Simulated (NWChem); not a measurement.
Species: C3H3F3; SMILES F[C@H]1CC1(F)F

```xyz
9

F     -0.3740    -1.8409     0.3784
C      0.4914    -0.8099     0.3264
C      0.7896    -0.1977    -1.0315
C     -0.0271     0.5303    -0.0293
F     -1.3320     0.6836    -0.2455
F      0.4827     1.6048     0.5807
H      1.3016    -0.8791     1.0609
H      1.8086     0.1381    -1.2387
H      0.2354    -0.6241    -1.8724
```
Atoms are numbered in this order, from 1.

All runs: NWChem. Pople sets run with spherical d functions. Structure relaxed at the PBE0/def2-SVP level. Atomic charges in e: unrestrained fits to the electrostatic potential beside Mulliken populations; buried atoms are poorly determined by the fit.

Q: Predict the results for Hartree-Fock/6-31G*. Quantities: ESP F1; Mulliken F1; ESP C2; Mulliken C2; ESP C3; Mulliken C3; ESP C4; Mulliken C4; ESP F5; Mulliken F5; relative RMS misfit of the potential (%).

A: 
| Item | Result |
|---|---|
| ESP F1 | -0.24 |
| Mulliken F1 | -0.42 |
| ESP C2 | 0.17 |
| Mulliken C2 | 0.22 |
| ESP C3 | -0.34 |
| Mulliken C3 | -0.52 |
| ESP C4 | 0.57 |
| Mulliken C4 | 0.87 |
| ESP F5 | -0.25 |
| Mulliken F5 | -0.41 |
| relative RMS misfit of the potential (%) | 23 |
